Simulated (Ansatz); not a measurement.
Name a neutral molecule of C, O and H with LUMO energy (B3LYP/def2-TZVPP) between 0.00 and 0.30 eV and size of the dipole moment (B3LYP/def2-TZVPP) between 1.55 and 1.85 D (Ansatz, PBE0-D4/def2-TZVP geometry).

`CCCC(=O)OCC` (0.11 eV, 1.61 D); `C1=CCOC1` (0.07 eV, 1.59 D); `CCC(C)C(=O)OC` (0.11 eV, 1.67 D); `CCCCC(=O)OCCC` (0.10 eV, 1.62 D). Other molecules can fit too; these were computed, each in one conformer that needn't be the lowest.

B3LYP here is the variant with VWN-RPA as its local correlation; programs differ in this.
